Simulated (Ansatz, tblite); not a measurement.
Spin states of the cluster Cu5⁺, each relaxed with PBE-D4/def2-SVP in Ansatz. Electronic energies in the gas phase.

The xTB rows come from tblite. Correlated methods freeze 45 core orbitals. The structure comes from a short search, and lower isomers may exist.

Singlet geometry (D2d within 0.1 Å):

Cartesian coordinates in Å:
```
Cu 1.6687 -0.6397 1.5494
Cu -1.4111 1.8276 -0.5119
Cu 2.0650 -0.9355 -0.6719
Cu 0.0000 0.0002 0.0005
Cu -2.3226 -0.2526 -0.3660
```

Triplet geometry (C2v within 0.1 Å):

```xyz
5

Cu   -1.508    1.133   -0.252
Cu    1.362   -1.294    0.305
Cu   -0.301   -0.018    1.475
Cu    0.883    0.970   -0.324
Cu   -0.436   -0.792   -1.204
```

⟨S²⟩: triplet 2.01 at PBE0-D4/def2-TZVP (pure 2.00).

Run but left out: HF/STO-3G (triplet: ⟨S²⟩ 8.11, where a pure state has 2.00).

The quintet was relaxed too but is left out (at the level of its geometry, an occupied level 0.06 eV above an empty one); at PBE0-D4/def2-TZVP it lies 3.36 eV above the lowest shown. The triplet has other bonds than the singlet, so the gap mixes isomer and spin.

| level | triplet − singlet (kJ/mol) | lowest of these | remarks |
| --- | --- | --- | --- |
| GFN1-xTB | 68.1 | singlet | – |
| GFN2-xTB | 563.7 | singlet | – |
| HF/def2-TZVP | 97.8 | singlet | test for broken spin undecided (singlet) |
| PBE-D4/def2-TZVP | 46.0 | singlet | – |
| r2SCAN-D4/def2-TZVP | 31.9 | singlet | – |
| PBE0-D4/def2-TZVP | 68.8 | singlet | – |
| r2SCAN0-D4/def2-TZVP | 58.4 | singlet | – |
| B2PLYP/def2-TZVP | 88.0 | singlet | test for broken spin undecided (singlet) |
| MP2/def2-TZVP | 89.3 | singlet | test for broken spin undecided (singlet) |

Change of the triplet − singlet gap on mixing in exact exchange, in kJ/mol: PBE to PBE0 (25 % exact exchange) 22.8; r2SCAN to r2SCAN0 (25 % exact exchange) 26.5.

The xTB methods have no spin-polarisation term.
